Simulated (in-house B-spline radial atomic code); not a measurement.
A fraction x of an electron is removed from 4d in Nd²⁺, starting from [Xe] 4f4 and keeping the highest spin. Method: scalar-relativistic (X2C) BHandHLYP, spin-polarised, spherical fractional occupations, Fermi nucleus of rms radius 4.9123 fm. Calculated with an all-electron radial atomic-structure program (B-spline basis).

Caution: exact exchange at fractional occupations of open shells leaves self-interaction of up to several eV.

```csv
x,E(x) - E(0) (eV),4d down level (eV)
0,0.0000,-136.749
0.09,12.3618,-137.965
0.24,33.2135,-140.075
0.28,38.8281,-140.654
0.39,54.3888,-142.277
0.5,70.1307,-143.944
0.58,81.6956,-145.182
0.74,105.1262,-147.714
0.76,?,?
0.9,?,?
1,144.0821,-151.975
```

Q: What belongs in the row x = 0.76?

A: An energy change of 108.0837 eV; 4d down at -148.035 eV.

Q: What belongs in the row x = 0.9?

A: An energy change of 128.9677 eV; 4d down at -150.316 eV.

Q: Check Janak's theorem between x = 0.09 and 0.24.

A: The slope of the energy is 139.01 eV; the orbital levels give 139.02 eV (-ε of the emptying orbital, averaged over the two points).
